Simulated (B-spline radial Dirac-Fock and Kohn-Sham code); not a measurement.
**Two-hole binding energies of Au⁶⁹⁺**

System: gold as Au⁶⁹⁺, configuration [He] 2s2 2p6.

Input file task.json (cfg lists n, l and occupation; rrms is the nuclear radius in fm):

```json
{"items": [{
  "Z": 79,
  "q": 69,
  "cfg": [[1, 0, 2], [2, 0, 2], [2, 1, 6]],
  "A": 197,
  "rrms": 5.4371,
  "do": ["binding", "quiet", "double"]
}]}
```

Launch: `python xray_run.py task.json out`

These are calculated numbers from a radial finite-basis atomic code; the model is ΔSCF Dirac-Fock with Breit, self-energy and vacuum polarisation, finite nucleus, configuration average. U is the two-hole binding energy less the two single-hole energies, the effective repulsion of the holes after relaxation. Each two-hole energy is an average over J within one jj subconfiguration.

```
          holes  E(a) (eV)  E(b) (eV)  E(ab) (eV)  U (eV)
           1s⁻²    87261.5    87261.5    176207.1  1684.1
   1s⁻¹ 2p1/2⁻¹    87261.5    19923.9    107776.8   591.4
   1s⁻¹ 2p3/2⁻¹    87261.5    18041.5    105796.3   493.3
           2s⁻²    20455.8    20455.8     41266.6   355.1
   2s⁻¹ 2p1/2⁻¹    20455.8    19923.9     40727.4   347.7
        2p1/2⁻²    19923.9    19923.9           ?       ?
   2s⁻¹ 2p3/2⁻¹    20455.8    18041.5     38823.9   326.7
2p1/2⁻¹ 2p3/2⁻¹    19923.9    18041.5     38347.2   381.8
        2p3/2⁻²    18041.5    18041.5     36450.5   367.5
```

Q: Give the missing two-hole energy and U.

A: E(ab) = 40285.8 eV and U = 438.0 eV.
